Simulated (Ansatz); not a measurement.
Li5Br4. Total charge 0; doublet. Geometry PBE-D4/def2-SVP.

```xyz
9

Li   -2.437    0.718    2.856
Li   -0.153   -1.443    0.148
Li    0.968    1.207   -1.759
Li    2.914   -1.447   -1.637
Li   -1.637    1.318    0.182
Br    2.985    0.600   -2.768
Br   -2.050    2.831    1.999
Br    1.729   -2.818   -0.170
Br   -2.319   -0.966    1.148
```

LC-ωPBE has ω = 0.4 bohr⁻¹. At B97M-V/def2-TZVP an occupied level lies above an empty one. Another isomer (doublet) lies 0.55 eV lower at PBE0-D4/def2-TZVP; other spin states weren't run for this one.

(1) Estimate the α-spin orbital energies around the gap (eV) in Ansatz with HF/STO-3G, PBE-D4/def2-TZVP, B97M-V/def2-TZVP, PBE0-D4/def2-TZVP, LC-ωPBE/def2-TZVP.

Answers

(1) 
| orbital | HF/STO-3G | PBE-D4/def2-TZVP | B97M-V/def2-TZVP | PBE0-D4/def2-TZVP | LC-ωPBE/def2-TZVP |
| --- | --- | --- | --- | --- | --- |
| HOMO−13 | -22.45 | -17.96 | -18.90 | -20.21 | -23.64 |
| HOMO−12 | -11.01 | -8.28 | -8.68 | -9.60 | -12.41 |
| HOMO−11 | -10.64 | -8.06 | -8.45 | -9.37 | -12.17 |
| HOMO−10 | -10.16 | -7.61 | -7.99 | -8.89 | -11.65 |
| HOMO−9 | -9.94 | -7.45 | -7.79 | -8.73 | -11.52 |
| HOMO−8 | -9.90 | -7.43 | -7.78 | -8.70 | -11.44 |
| HOMO−7 | -9.79 | -7.38 | -7.74 | -8.65 | -11.38 |
| HOMO−6 | -9.36 | -7.12 | -7.50 | -8.38 | -11.10 |
| HOMO−5 | -9.21 | -7.09 | -7.44 | -8.35 | -11.06 |
| HOMO−4 | -9.18 | -6.99 | -7.39 | -8.23 | -10.90 |
| HOMO−3 | -8.93 | -6.82 | -7.14 | -8.07 | -10.81 |
| HOMO−2 | -8.72 | -6.68 | -7.00 | -7.93 | -10.66 |
| HOMO−1 | -8.58 | -6.60 | -6.96 | -7.85 | -10.57 |
| HOMO | -5.21 | -3.96 | -3.36 | -4.69 | -6.75 |
| LUMO | 2.91 | -1.63 | -2.06 | -1.08 | 0.41 |
| LUMO+1 | 3.14 | -1.49 | -1.68 | -0.94 | 0.50 |
| LUMO+2 | 3.66 | -1.31 | -1.64 | -0.76 | 0.83 |
| LUMO+3 | 4.13 | -0.97 | -1.21 | -0.41 | 1.04 |
| LUMO+4 | 4.94 | -0.39 | -0.71 | 0.19 | 1.68 |
| LUMO+5 | 5.11 | -0.17 | -0.22 | 0.44 | 1.96 |
| β HOMO | -8.57 | -6.60 | -6.95 | -7.84 | -10.56 |
| β LUMO | 2.46 | -2.77 | -4.42 | -2.20 | -0.62 |
